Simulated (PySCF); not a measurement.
# Computed properties of Al(F)(OH)(NH2) (AlFH₃NO), SMILES [NH2][Al]([OH])[F]

AlFH3NO, SMILES [NH2][Al]([OH])[F]. Geometry optimised at TPSSh-D3(BJ)/def2-SVP. Other conformers were not sampled. All values are computed for the isolated molecule unless a solvent is named; none is compared with measurement here.

**Structure.** The optimised structure has Cs symmetry. All 15 harmonic modes at TPSSh-D3(BJ)/def2-SVP (PySCF) are real, so it is a minimum. With heavy atoms numbered as in [Al:1]([F:2])([OH:3])[NH2:5], the shortest bond between them is Al1–F2 at 1.670 Å and the longest Al1–N5 at 1.761 Å.

**Vibrations.** The strongest infrared lines (harmonic, unscaled, degenerate partners summed) lie at 362 cm⁻¹ (225 km/mol, H 87 %, N 13 %), 926 cm⁻¹ (160 km/mol, Al 51 %, F 26 %, N 18 %), 948 cm⁻¹ (154 km/mol, Al 50 %, O 30 %). The softest mode is at 200 cm⁻¹ and the zero-point energy is 26.0 kcal/mol.

**Electronic structure.** B3LYP/def2-TZVPD (PySCF) places the frontier levels at -7.47 and -1.19 eV, a gap of 6.28 eV, and gives a dipole moment of 0.96 D and a mean polarisability of 37.1 bohr³.

**Excitations.** TDA-B3LYP/def2-SVPD (PySCF) has S1 at 5.41 eV (229 nm, f = 0.039, weak); the most intense of the 10 singlets computed lies at 8.84 eV (f = 0.12). T1 (TDA) is at 5.07 eV, 0.34 eV under S1. No vertical singlet excitation falls in the visible range (under 3.1 eV).

**NMR.** GIAO shifts at PBE0/pcSseg-1 (PySCF) (non-relativistic, atoms alike by connectivity averaged): ¹H from 0.5 to 1.6 ppm against TMS; ¹⁹F at -202.7 ppm against CFCl3.
